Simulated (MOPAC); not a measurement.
MOPAC input (PM7):

```
PM7 1SCF CHARGE=-1 GEO-OK AUX(PRECISION=9) THREADS=1
FS

F    -0.00000000 1   -0.00000000 1   -1.11767544 1
S     0.00000000 1    0.00000000 1    0.62869244 1
```

Output:

```
 *******************************************************************************
 **                                                                           **
 **                              MOPAC v23.2.5                                **
 **                                                                           **
 *******************************************************************************
 ** MOPAC's Digital Object Identifier: https://doi.org/10.5281/zenodo.6511958 **
 **                                                                           **
 ** Please cite the open-source release paper for use of this MOPAC version:  **
 ** J. E. Moussa and J. J. P. Stewart (2026)                                  **
 ** MOPAC: An open-source semiempirical molecular orbital program             **
 ** J. Open Source Softw., 11(119), 8025, https://doi.org/10.21105/joss.08025 **
 *******************************************************************************

                              PM7 CALCULATION RESULTS

 *******************************************************************************
 *  PM7        - The PM7 Hamiltonian to be used
 *  GEO-OK     - OVERRIDE INTERATOMIC DISTANCE AND OTHER SAFETY CHECKS
 *
 *
 *
 *                 CHARGE ON SYSTEM = -1
 *
 *
 *
 *  1SCF       - DO 1 SCF AND THEN STOP
 *  AUX        - OUTPUT AUXILIARY INFORMATION
 *******************************************************************************
PM7 1SCF CHARGE=-1 GEO-OK AUX(PRECISION=9) THREADS=1
 FS

   ATOM   CHEMICAL          X               Y               Z
  NUMBER   SYMBOL      (ANGSTROMS)     (ANGSTROMS)     (ANGSTROMS)

     1       F         -0.00000000  *  -0.00000000  *  -1.11767544  *
     2       S          0.00000000  *   0.00000000  *   0.62869244  *

          CARTESIAN COORDINATES

    NO.       ATOM           X           Y           Z

     1         F         -0.0000     -0.0000     -1.1177
     2         S          0.0000      0.0000      0.6287

 General Reference for PM7:
 "Optimization of Parameters for Semiempirical Methods VI: More Modifications to the
 NDDO Approximations and Re-optimization of Parameters", J. J. P. Stewart, J. Mol. Mod., 1:32, 19 (2013)
 https://link.springer.com/article/10.1007/s00894-012-1667-x

           Empirical Formula: F S  =     2 atoms

      MOLECULAR POINT GROUP   :   C*v

      RHF CALCULATION, NO. OF DOUBLY OCCUPIED LEVELS = 7

 -------------------------------------------------------------------------------
 PM7 1SCF CHARGE=-1 GEO-OK AUX(PRECISION=9) THREADS=1
 FS

     1SCF WAS SPECIFIED, SO BFGS WAS NOT USED
     SCF FIELD WAS ACHIEVED

                              PM7 CALCULATION
                                                       MOPAC v23.2.5 Linux

          FINAL HEAT OF FORMATION =        -61.21573 KCAL/MOL =    -256.12659 KJ/MOL

          COSMO AREA              =         69.91 SQUARE ANGSTROMS
          COSMO VOLUME            =         52.60 CUBIC ANGSTROMS

          IONIZATION POTENTIAL    =          2.950259 EV
          HOMO LUMO ENERGIES (EV) =         -2.950  5.355
          NO. OF FILLED LEVELS    =          7
          MOLECULAR WEIGHT        =         51.0584         POINT GROUP:  C*v

          MOLECULAR DIMENSIONS (Angstroms)

            Atom       Atom       Distance
            S     2    F     1     1.74637
            S     2    F     1     0.00000
            F     1    S     2     0.00000

          SCF CALCULATIONS        =          1

   ATOM   CHEMICAL          X               Y               Z
  NUMBER   SYMBOL      (ANGSTROMS)     (ANGSTROMS)     (ANGSTROMS)

     1       F         -0.00000000  *  -0.00000000  *  -1.11767544  *
     2       S          0.00000000  *   0.00000000  *   0.62869244  *

                             CARTESIAN COORDINATES

   1    F       -0.000000000    -0.000000000    -1.117675440
   2    S        0.000000000     0.000000000     0.628692440

           Empirical Formula: F S  =     2 atoms

      MOLECULAR POINT GROUP   :   C*v

                  EIGENVALUES
 -33.07280 -17.72054  -9.47767  -9.47767  -7.74763  -2.95026  -2.95026   5.35475
   6.88934   6.88934   7.09924   7.09924   7.33006

              NET ATOMIC CHARGES AND DIPOLE CONTRIBUTIONS

  ATOM NO.   TYPE          CHARGE      No. of ELECS.   s-Pop       p-Pop       d-Pop
    1          F          -0.333161        7.3332     1.98397     5.34919
    2          S          -0.666839        6.6668     1.98257     4.63113     0.05314
 DIPOLE           X         Y         Z       TOTAL
 POINT-CHG.     0.000     0.000    -0.327     0.327
 HYBRID         0.000     0.000    -0.643     0.643
 SUM            0.000     0.000    -0.969     0.969

          ATOMIC ORBITAL ELECTRON POPULATIONS

     Atom    s        px        py        pz      x^2-y^2     xz        z^2       yz        xy
    1  F   1.98397   1.99724   1.99724   1.35470
    2  S   1.98257   1.99592   1.99592   0.63929   0.00000   0.00683   0.03947   0.00683   0.00000

 **********************
 *                    *
 * JOB ENDED NORMALLY *
 *                    *
 **********************

 == MOPAC DONE ==
```

The dipole moment of an ion depends on the origin.
